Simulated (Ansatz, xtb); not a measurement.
The molecule RuO, multiplicity 5 (lowest of 2S+1 = 1, 3, 5, 7 at CCSD(T)/def2-TZVPP on PBE0 minima; our sources give no spin for the ground state, which may be another). No spin–orbit coupling. The T1 diagnostic near the minimum is 0.078, so single-reference values are doubtful.

Seven points along R, fitted to fifth degree in 1/R; most abundant isotopes. In def2 and cc sets the state is the lowest found near the PBE0 minimum, followed along R.

Correlated levels freeze the inner cores; with def2 sets outer-core shells near the valence are correlated too.

The values were computed with Ansatz (a program for electronic structure) with Gaussian orbitals; xtb for the GFN methods.  In def2 rows elements past Kr take small-core potentials, without spin–orbit coupling. The GFN methods have no spin term and hold the electronic entropy of 300 K.

| level | r_e (Å) | ω_e (cm⁻¹) | ω_e x_e (cm⁻¹) | dipole (D) |
|---|---|---|---|---|
| GFN1-xTB | 1.722 | 798 | 3.7 | - |
| r2SCAN/def2-TZVPP | 1.692 | 936 | 4.3 | 3.32 |
| B97M-V/def2-TZVPP | 1.697 | 917 | 4.3 | 3.52 |
| B3LYP/def2-TZVPP | 1.705 | ___ | 4.3 | 3.72 |
| PBE0/def2-TZVPP | 1.687 | 938 | 4.3 | 3.70 |
| BHLYP/def2-TZVPP | 1.687 | 935 | 4.4 | 4.34 |
| wB97M-V/def2-TZVPP | 1.689 | 931 | 4.1 | 4.06 |
| B2PLYP/def2-TZVPP | ___ | ___ | 3.2 | - |

Question: Fill in the missing entries.

Answer: 
- B2PLYP/def2-TZVPP, r_e (Å): 1.714
- B2PLYP/def2-TZVPP, ω_e (cm⁻¹): 888
- B3LYP/def2-TZVPP, ω_e (cm⁻¹): 904
